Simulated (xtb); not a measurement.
Si(OMe)(SH) (CH4OSSi), SMILES CO[Si]S (connectivity only; charge and spin as stated), neutral, multiplicity 1. All values are semi-empirical tight-binding results from xtb (GFN2-xTB unless named), good for trends rather than for accurate numbers. Geometry: GFN2-xTB. Other conformers were not sampled.

Problem. Estimate the properties. (The exact figures need the calculation; the answer reports its results.)

Solution. 
| Property | Result |
|---|---|
| orbital gap | 2.73 eV |
| zero-point energy | 31.3 kcal/mol |
| G − E(el) at 298.15 K (modified RRHO) | 11.9 kcal/mol |
| static polarisability (D4 model) | 71.7 bohr³ |
| solvation energy, GFN2-xTB/ALPB(water) | -0.8 kcal/mol |
| solvation energy, GFN2-xTB/ALPB(dmso) | -4.7 kcal/mol |
